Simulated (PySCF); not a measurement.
Excitation energy of Lu⁺ by level of theory

Lu⁺ [Xe] 4f14 6s2 (1S) → Lu⁺ [Xe] 4f14 5d1 6s1 (3D), as a difference of total energies. All numbers are calculated (PySCF 2.14, scalar relativity by spin-free X2C-1e, in cc-pVDZ-X2C). Correlated levels: valence: [Kr] 4d10 frozen. The calculations carry no spin-orbit coupling.

```tsv
method	excitation energy (cm⁻¹)
UHF	8520.9
MP2 (valence)	14346
SCS-MP2 (valence)	15575
CCSD (valence)	14574
CCSD(T) (valence)	15280
```

Errors of the correlated levels include the incompleteness of this basis and the frozen core.

For comparison: 13131 cm⁻¹ (measured; NIST levels, between the centres of gravity of the two terms).
